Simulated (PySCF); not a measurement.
## Continuum solvent and chemical shifts

Molfile (atoms numbered from 1):
```
C6H10FN3
     RDKit          3D

 20 20  0  0  0  0  0  0  0  0999 V2000
   -1.8085   -1.3689   -0.5305 C   0  0  0  0  0  0  0  0  0  0  0  0
   -1.5984   -0.0617    0.2131 C   0  0  0  0  0  0  0  0  0  0  0  0
   -0.4755    0.7964   -0.3607 C   0  0  1  0  0  0  0  0  0  0  0  0
   -0.3193    2.1303    0.3507 C   0  0  0  0  0  0  0  0  0  0  0  0
    0.7857    0.0636   -0.3316 N   0  0  0  0  0  0  0  0  0  0  0  0
    1.4789   -0.1849   -1.4161 N   0  0  0  0  0  0  0  0  0  0  0  0
    2.5543   -0.8406   -0.9827 C   0  0  0  0  0  0  0  0  0  0  0  0
    2.4254   -0.9464    0.4081 C   0  0  0  0  0  0  0  0  0  0  0  0
    3.2444   -1.5102    1.2638 F   0  0  0  0  0  0  0  0  0  0  0  0
    1.3071   -0.3697    0.7995 N   0  0  0  0  0  0  0  0  0  0  0  0
   -2.6320   -1.9480   -0.0875 H   0  0  0  0  0  0  0  0  0  0  0  0
   -0.9058   -1.9974   -0.4955 H   0  0  0  0  0  0  0  0  0  0  0  0
   -2.0517   -1.1949   -1.5909 H   0  0  0  0  0  0  0  0  0  0  0  0
   -2.5196    0.5435    0.1923 H   0  0  0  0  0  0  0  0  0  0  0  0
   -1.3747   -0.2553    1.2752 H   0  0  0  0  0  0  0  0  0  0  0  0
   -0.6473    0.9591   -1.4354 H   0  0  0  0  0  0  0  0  0  0  0  0
   -0.0852    1.9721    1.4137 H   0  0  0  0  0  0  0  0  0  0  0  0
    0.4904    2.7220   -0.0997 H   0  0  0  0  0  0  0  0  0  0  0  0
   -1.2522    2.7081    0.2800 H   0  0  0  0  0  0  0  0  0  0  0  0
    3.3349   -1.1932   -1.6512 H   0  0  0  0  0  0  0  0  0  0  0  0
  1  2  1  0
  2  3  1  0
  3  4  1  0
  3  5  1  0
  5  6  1  0
  6  7  2  0
  7  8  1  0
  8  9  1  0
  8 10  2  0
 10  5  1  0
  1 11  1  0
  1 12  1  0
  1 13  1  0
  2 14  1  0
  2 15  1  0
  3 16  1  6
  4 17  1  0
  4 18  1  0
  4 19  1  0
  7 20  1  0
M  END
```

GIAO PBE0/pcSseg-1 in PySCF on one PBE0-D3(BJ)/def2-SVP conformer, non-relativistic, equivalent nuclei averaged. Solvents enter as an IEF-PCM continuum (acetone with ε = 20.5, acetonitrile with ε = 35.7) around the gas-phase geometry. Shifts are referred to TMS, CFCl3 computed in the same medium.

Gas phase, δ in ppm: C8 169.5, C7 119.6, C3 65.3, C2 32.2, C4 23.2, C1 12.6, F9 -147.8, H20 7.02, H16 3.99, H15 2.05, H17/H18/H19 1.44, H14 1.38, H11/H12/H13 0.66. Dipole moment 1.90 D.

Task: How does each δ change in the continuum?

Result: 
| atoms | environment | Δδ, acetone | Δδ, acetonitrile |
| --- | --- | --- | --- |
| C8 | aromatic carbon bearing fluorine | +1.2 | +1.2 |
| C7 | aromatic CH next to a ring nitrogen | +2.3 | +2.4 |
| C3 | sp3 CH bonded to N | +1.7 | +1.7 |
| C2 | sp3 CH2 | +1.0 | +1.0 |
| C4 | methyl carbon | +0.8 | +0.8 |
| C1 | methyl carbon | +0.3 | +0.4 |
| F9 | aryl fluorine | -0.3 | -0.3 |
| H20 | hydrogen on an aromatic CH next to a ring nitrogen | +0.31 | +0.33 |
| H16 | hydrogen on an sp3 CH bonded to N | +0.13 | +0.14 |
| H15 | hydrogen on an sp3 CH2 | -0.15 | -0.16 |
| H17/H18/H19 | hydrogen on a methyl carbon | +0.04 | +0.04 |
| H14 | hydrogen on an sp3 CH2 | +0.26 | +0.27 |
| H11/H12/H13 | hydrogen on a methyl carbon | -0.02 | -0.02 |

Changes are relative to the gas phase. The dipole moment becomes 2.32 D in acetone, 2.33 D in acetonitrile.

Task: Which nuclei move most (in ppm), and what does the model miss?

Result: C7 (aromatic CH next to a ring nitrogen, +2.4 ppm) in acetonitrile. A continuum only polarises the solute; specific hydrogen bonds, the anisotropy of aromatic solvents and changes of geometry or conformer are outside it.
